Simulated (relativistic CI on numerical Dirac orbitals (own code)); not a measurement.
## Hyperfine structure of Fe²²⁺, mass number 57

Computed by Dirac-Coulomb-Breit CI, orbitals from a KLI potential per configuration, model QED (radiative potential, 1s self-energy scaled to tabulated hydrogen-like ionisation energies), unscaled Slater integrals (own radial code, finite nucleus).

CI space (outside the closed core 1s2): 2s², 2s2p, 2p², 2p3s, 2p3p, 2s3s, 2s3p, 2s3d, 2s4s, 2s4p, 2s4d, 2s4f, 3s², 3s3p, 3p². Levels of other configurations are missing.

Nuclear spin I = 1/2, μ = 0.09064 μN (tables of Stone and Pyykkö). The electronic factors are computed for point nuclear moments, without core polarisation or the Bohr-Weisskopf and QED corrections.

```csv
Level,E (Ry),A (MHz)
2s2p ³P°1,3.4666,45530
2s2p ³P°2,4.3067,27810
2s2p ¹P°1,6.9779,-211.8
2p² ³P1,9.3847,-424.3
2p² ³P2,9.8007,9503
2p² ¹D2,11.0288,7422
2s3s ³S1,81.1635,60410
2s3p ³P°1,82.7354,51060
```

Levels with J = 0, under 50 % of one LS term, or S terms without an open s electron are left out. Small factors come from cancelling terms and can be off by tens of per cent or more.

At this charge energies of transitions that change n are usually good to better than 1 %, and those within a shell (Δn = 0) to a few per cent.

Problem. Give the hyperfine levels of 2s2p ³P°1 relative to its centre of gravity.

Solution. With K = F(F + 1) − I(I + 1) − J(J + 1), E = AK/2: F = 1/2: -45530, F = 3/2: 22760 MHz.

LS names give the leading component of a level, which can be under half, so a name can repeat, a term be missing and a line seem to break the LS rules.
